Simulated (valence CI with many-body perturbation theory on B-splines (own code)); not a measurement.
Se³⁺: electric-dipole lines

Method: configuration interaction combined with many-body perturbation theory (CI+MBPT): three valence electrons over a frozen Dirac-Fock core [Ar] 3d10, a basis of 11 s, 11 p, 9 d, 7 f, 5 g, 2 h, 1 i functions for each j, with the one-electron correlation potential Σ1, the two-electron term Σ2, the three-electron term Σ3, Breit, model QED; selected CI, second order for the rest, scaled by the run's own slope (own B-spline code, finite nucleus).

Against 16 measured levels this calculation errs by 168 cm⁻¹ on average and by 454 at most. These come from a selection out of Moore, Atomic Energy Levels, vol. II, NSRDS-NBS 35 (1971 reprint of NBS Circular 467, 1952), an old analysis. Levels without a partner in it may be off by more.

Lines 151 to 200 of 300 in falling wavelength, among levels below 35.555 eV, chosen from the strongest by gf and those to the six lowest levels. Wavelengths and rates use the calculated energies, so an error of 200 cm⁻¹ moves a line at 77.78 nm by 0.16 % and its rate by three times that or more. Electric multipoles are in the length gauge, E1 and E2 with the static RPA response of the core. Weak lines are less certain than strong ones. Lines between different terms over intervals too small for the method are left out, as are lines whose strength nearly cancels. Where a level lies close to another of its J and parity, the split of strength between their lines is uncertain. The highest levels of a list are the least certain.

Names give the largest LS component (configuration and term), which can be under half, so a name can repeat, a term be missing and a line seem to break the LS rules; names also repeat where a configuration has a term twice. Letters in brackets count levels of one name in rising energy.

```tsv
λ vac (nm)	λ from measured levels	Upper	Lower	A (s⁻¹)	S (a.u.) with core polarisation	S without
78.10		4s²7p ²P°_3/2	4s²5s ²S_1/2	2.00e+09	1.88e+00	2.09e+00
77.78	77.65	4s4p² ²S_1/2	4s²4p ²P°_1/2	3.37e+09	1.56e+00	1.76e+00
77.77		4s4p4d ²F°_7/2 [b]	4s²4d ²D_5/2	9.67e+09	1.80e+01	1.96e+01
77.77		4s4p4d ²D°_3/2 [b]	4s²4d ²D_5/2	1.72e+09	1.59e+00	1.81e+00
77.59		4s4p4d ²P°_3/2 [a]	4s4p² ²P_3/2	1.50e+09	1.38e+00	1.57e+00
77.53		4s4p4d ²D°_3/2 [b]	4s²4d ²D_3/2	3.13e+09	2.88e+00	3.27e+00
77.38		4s4p4d ²F°_5/2 [b]	4s²4d ²D_3/2	8.80e+09	1.21e+01	1.32e+01
77.21		4p³ ⁴S°_3/2	4s4p² ⁴P_1/2	1.62e+09	1.47e+00	1.67e+00
77.20		4s4p4d ²D°_5/2 [b]	4s²4d ²D_5/2	5.14e+09	7.01e+00	7.91e+00
76.96		4s4p4d ²D°_5/2 [b]	4s²4d ²D_3/2	6.07e+08	8.19e-01	8.65e-01
76.77		4s4p4d ²P°_1/2 [b]	4s²4d ²D_3/2	4.97e+09	2.22e+00	2.54e+00
76.63		4s4p4d ²P°_3/2 [b]	4s²4d ²D_5/2	3.57e+09	3.18e+00	3.63e+00
76.40		4s4p4d ²P°_3/2 [b]	4s²4d ²D_3/2	2.03e+09	1.79e+00	2.02e+00
75.91	75.90	4s4p² ²P_1/2	4s²4p ²P°_3/2	4.82e+09	2.08e+00	2.35e+00
75.85		4s4p4d ⁴P°_5/2	4s4p² ²D_3/2	1.93e+06	2.49e-03	2.92e-03
75.79		4s4p4d ²P°_1/2 [a]	4s4p² ²P_1/2	4.04e+09	1.73e+00	1.92e+00
75.59		4s4p4d ⁴D°_3/2	4s4p² ²D_3/2	5.44e+07	4.64e-02	5.14e-02
74.64	74.64	4s4p² ²P_3/2	4s²4p ²P°_3/2	8.20e+09	6.73e+00	7.62e+00
73.98		4s4p4d ⁴P°_1/2	4s4p² ²D_3/2	4.06e+06	1.62e-03	1.81e-03
73.94		4s4p4d ⁴D°_5/2	4s4p² ²D_3/2	5.92e+06	7.08e-03	7.83e-03
73.47	73.46	4s4p² ²P_1/2	4s²4p ²P°_1/2	4.62e+09	1.81e+00	2.04e+00
72.28	72.28	4s4p² ²P_3/2	4s²4p ²P°_1/2	2.11e+09	1.57e+00	1.77e+00
72.12		4s4p4d ²P°_3/2 [a]	4s4p² ²S_1/2	1.04e+10	7.71e+00	8.33e+00
71.99		4s4p4d ⁴F°_3/2	4s4p² ⁴P_5/2	1.21e+06	8.90e-04	9.49e-04
71.69		4s4p4d ²P°_1/2 [a]	4s4p² ²S_1/2	6.53e+09	2.37e+00	2.54e+00
71.52		4s4p4d ⁴F°_5/2	4s4p² ⁴P_5/2	2.50e+07	2.70e-02	2.91e-02
70.83		4s4p4d ⁴F°_7/2	4s4p² ⁴P_5/2	1.13e+08	1.58e-01	1.70e-01
70.75		4s4p4d ⁴F°_3/2	4s4p² ⁴P_3/2	2.27e+07	1.59e-02	1.72e-02
70.59		4s4p5s ⁴P°_1/2	4s4p² ²D_3/2	7.94e+07	2.76e-02	2.75e-02
70.58		4s4p4d ²D°_3/2 [a]	4s4p² ²D_5/2	1.01e+09	6.98e-01	7.67e-01
70.58		4s4p4d ²D°_5/2 [a]	4s4p² ²D_5/2	7.58e+09	7.89e+00	8.74e+00
70.33		4s4p4d ²D°_3/2 [a]	4s4p² ²D_3/2	8.83e+09	6.06e+00	6.72e+00
70.33		4s4p4d ²D°_5/2 [a]	4s4p² ²D_3/2	2.30e+09	2.37e+00	2.59e+00
70.30		4s4p4d ⁴F°_5/2	4s4p² ⁴P_3/2	6.23e+07	6.41e-02	6.89e-02
69.91		4s4p5s ⁴P°_3/2	4s4p² ²D_3/2	3.13e+07	2.11e-02	2.08e-02
69.89		4p³ ²P°_3/2	4s4p² ⁴P_5/2	2.87e+07	1.94e-02	2.20e-02
69.89		4s4p4d ⁴F°_3/2	4s4p² ⁴P_1/2	1.46e+07	9.83e-03	1.05e-02
69.56		4s4p4d ²D°_3/2 [b]	4s4p² ²P_3/2	5.68e+08	3.77e-01	4.16e-01
69.44		4s4p4d ²F°_5/2 [b]	4s4p² ²P_3/2	2.53e+09	2.51e+00	2.72e+00
69.11		4s4p4d ²D°_5/2 [b]	4s4p² ²P_3/2	1.34e+10	1.31e+01	1.42e+01
69.07		4s4p4d ²F°_5/2 [a]	4s4p² ²D_5/2	2.25e+09	2.20e+00	2.40e+00
68.95		4s4p4d ²P°_1/2 [b]	4s4p² ²P_3/2	3.24e+09	1.05e+00	1.14e+00
68.87		4p³ ²P°_1/2	4s4p² ⁴P_3/2	2.35e+06	7.57e-04	8.74e-04
68.84		4s4p4d ²F°_5/2 [a]	4s4p² ²D_3/2	5.21e+09	5.03e+00	5.40e+00
68.72		4p³ ²P°_3/2	4s4p² ⁴P_3/2	5.46e+07	3.50e-02	3.99e-02
68.66		4s4p4d ²P°_3/2 [b]	4s4p² ²P_3/2	8.40e+09	5.36e+00	5.80e+00
68.50		4s²4f ²F°_7/2	4s4p² ⁴P_5/2	4.72e+07	5.99e-02	6.37e-02
68.49		4s4p4d ²D°_3/2 [b]	4s4p² ²P_1/2	1.41e+10	8.96e+00	9.68e+00
68.49		4s²4f ²F°_5/2	4s4p² ⁴P_5/2	2.67e+06	2.54e-03	2.70e-03
68.45		4s4p5s ⁴P°_5/2	4s4p² ²D_3/2	6.21e+06	5.90e-03	6.01e-03
```
